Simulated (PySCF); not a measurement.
B3LYP has the VWN-RPA correlation part, as in Gaussian. Delta-SCF ions had no search for a lower state. Excitations are Tamm–Dancoff values on a coarser integration grid. The basis has no diffuse functions, so Rydberg states are missing or too high.

Cartesian coordinates (Å):
SMILES: [CH3][In]([CH3])[F]
```xyz
10

C      2.0553    -0.1408     0.1620
In    -0.0127     0.2130    -0.3190
C     -2.0441    -0.1714     0.2814
F     -0.0619     1.3499    -1.9585
H      2.4150     0.6756     0.7884
H      2.6211    -0.1492    -0.7675
H      2.1873    -1.0817     0.6927
H     -2.2374    -1.2434     0.2919
H     -2.2210     0.2251     1.2807
H     -2.7042     0.3169    -0.4320
```
Charge 0, multiplicity 1.

Q: Predict the vertical ionisation energy (Delta-SCF), S1–T1 gap (TDA) and dipole moment from B3LYP-D3(BJ)/def2-TZVP (PySCF).

A: 
```yaml
vertical ionisation energy (Delta-SCF): 9.67 eV
S1–T1 gap (TDA): 0.22 eV
dipole_moment: 3.76 D
```
